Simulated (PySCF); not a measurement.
# Computed structure and properties of Tl2(OH)2(H2O)2

System: Tl2(OH)2(H2O)2 (singlet; a saddle point, relaxed within its symmetry); start: displaced along the imaginary mode (C2h). Method: PySCF 2.14.0, RKS PBE0, Tl def2-SVP with ECP60, O def2-SVP, H def2-SVP; non-relativistic Hamiltonian with scalar-relativistic core potentials where named; density fitting; no spin-orbit coupling.

Input of the relaxation:

```python
mol = gto.M(atom='''
Tl     0.00000     0.00078     1.89027
Tl     0.00000    -0.00078    -1.89027
O      1.37756    -0.00000     0.00000
H      2.34090    -0.00000     0.00000
O     -1.37756     0.00000     0.00000
H     -2.34090     0.00000     0.00000
O      0.00000    -0.03827     5.56562
H      0.75668     0.25000     6.16067
H     -0.75668     0.25000     6.16067
O      0.00000     0.03827    -5.56562
H      0.75668    -0.25000    -6.16067
H     -0.75668    -0.25000    -6.16067''',
    basis={'Tl': 'def2-SVP', 'O': 'def2-SVP', 'H': 'def2-SVP'},
    ecp={'Tl': 'def2-SVP'},
    charge=0, spin=0)
mf = dft.RKS(mol, xc='PBE0')
mf.grids.atom_grid = (50, 194)
mf = mf.density_fit()  # fitting sets: Tl def2-universal-JKFIT, O def2-universal-JKFIT, H def2-universal-JKFIT
mf.conv_tol = 1e-08; mf.max_cycle = 55
mf.kernel(dm0)  # dm0: converged density of the start geometry
# quasi-Newton relaxation in Cartesian coordinates to a largest gradient under 0.00045 Eh/bohr, steps kept in the point group
```

Run from Python with OMP_NUM_THREADS=4; the lines above give its settings. Where DIIS fails, smearing, a level shift and second-order steps follow.
It took 8.9 min on 4 threads of AMD EPYC 7R43 64-Core Processor (Zen 3), with other jobs on the host, from the converged density of the start.

Course of the relaxation:

```json
{"step": "0", "energy above end (eV)": "0.5455", "largest force component within the symmetry (eV/Å)": "2.574"}
{"step": "1", "energy above end (eV)": "0.3556", "largest force component within the symmetry (eV/Å)": "0.180"}
{"step": "2", "energy above end (eV)": "0.3503", "largest force component within the symmetry (eV/Å)": "0.113"}
{"step": "3", "energy above end (eV)": "0.3487", "largest force component within the symmetry (eV/Å)": "0.387"}
{"step": "4", "energy above end (eV)": "0.3446", "largest force component within the symmetry (eV/Å)": "0.289"}
{"step": "5", "energy above end (eV)": "0.3382", "largest force component within the symmetry (eV/Å)": "0.223"}
{"step": "6", "energy above end (eV)": "0.3278", "largest force component within the symmetry (eV/Å)": "0.189"}
{"step": "7", "energy above end (eV)": "0.3213", "largest force component within the symmetry (eV/Å)": "0.315"}
{"step": "44", "energy above end (eV)": "0.0028", "largest force component within the symmetry (eV/Å)": "0.111"}
{"step": "45", "energy above end (eV)": "0.0019", "largest force component within the symmetry (eV/Å)": "0.103"}
{"step": "46", "energy above end (eV)": "0.0006", "largest force component within the symmetry (eV/Å)": "0.048"}
{"step": "47", "energy above end (eV)": "0.0006", "largest force component within the symmetry (eV/Å)": "0.108"}
{"step": "48", "energy above end (eV)": "0.0001", "largest force component within the symmetry (eV/Å)": "0.008"}
{"step": "49", "energy above end (eV)": "0.0000", "largest force component within the symmetry (eV/Å)": "0.002"}
```
(The steps between are left out.)

Relaxed geometry (C2h):

```xyz
12

Tl    0.0000    1.4495    1.1959
Tl    0.0000   -1.4495   -1.1959
O     1.3634    0.0000    0.0000
H     2.3262    0.0000    0.0000
O    -1.3634    0.0000    0.0000
H    -2.3262    0.0000    0.0000
O     0.0000   -0.3185    3.5646
H     0.7578    0.0709    4.0157
H    -0.7578    0.0709    4.0157
O     0.0000    0.3185   -3.5646
H     0.7578   -0.0709   -4.0157
H    -0.7578   -0.0709   -4.0157
```

| contact | Å |
| --- | --- |
| Tl1–O3 (OH) | 2.322 |
| Tl1–O5 (OH) | 2.322 |
| Tl1–O7 (H2O) | 2.956 |
| Tl2–O10 (H2O) | 2.956 |

On the finer grid (75, 302):

The HOMO is -5.37 eV and the LUMO is 0.02 eV. The dipole about the centre of mass is 0.00 D and the set of Mulliken populations of Tl1 outside the core potential is s 3.89, p 6.71, d 10.09. The D3(BJ) dispersion energy (not in the energies) is -0.228 eV.

| atom | Mulliken (e) | Löwdin (e) | spin (e) |
| --- | --- | --- | --- |
| Tl1 | 0.31 | 0.14 | 0.00 |
| Tl2 | 0.31 | 0.14 | 0.00 |
| O3 | -0.55 | -0.29 | 0.00 |
| H4 | 0.16 | 0.05 | 0.00 |
| O5 | -0.55 | -0.29 | 0.00 |
| H6 | 0.16 | 0.05 | 0.00 |
| O7 | -0.25 | -0.07 | 0.00 |
| H8 | 0.17 | 0.08 | 0.00 |
| H9 | 0.17 | 0.08 | 0.00 |
| O10 | -0.25 | -0.07 | 0.00 |
| H11 | 0.17 | 0.08 | 0.00 |
| H12 | 0.17 | 0.08 | 0.00 |

On the grid (50, 194), as all that follows. Harmonic modes: 2 unstable, so a saddle point once the symmetry is let go (counted below −25 cm⁻¹); lowest -165 cm⁻¹ (negative: unstable), highest 3955 cm⁻¹, zero-point energy 1.925 eV.

Taking off one OH (charge -1, singlet; the rest: singlet) in vacuum, both parts rigid, costs 8.61 eV; the small basis without counterpoise inflates it. Most of it is the attraction of opposite charges; other ways to part are cheaper, and one spin state was tried for the rest.

Rigid scan of OH along the line from its metal, all other atoms held (where the atom bridges, its other bond changes as well):

| distance to O3 (Å) | energy (eV) |
| --- | --- |
| 2.02 | 0.504 |
| 2.12 | 0.191 |
| 2.22 | 0.041 |
| 2.32 | 0.000 |
| 2.42 | 0.030 |
| 2.52 | 0.106 |
| 2.72 | 0.326 |
| 3.02 | 0.703 |
| 3.42 | 1.169 |
| 3.92 | 1.730 |

Taking off one H2O (charge 0, singlet; the rest: singlet) in vacuum, both parts rigid, costs 0.22 eV; the small basis without counterpoise inflates it.

Rigid scan of H2O along the line from its metal, all other atoms held (where the atom bridges, its other bond changes as well):

| distance to O7 (Å) | energy (eV) |
| --- | --- |
| 2.66 | 0.052 |
| 2.76 | 0.020 |
| 2.86 | 0.004 |
| 2.96 | 0.000 |
| 3.06 | 0.003 |
| 3.16 | 0.010 |
| 3.36 | 0.032 |
| 3.66 | 0.071 |
| 4.06 | 0.122 |
| 4.56 | 0.169 |

One start shape was tried, so this needn't be the lowest isomer.
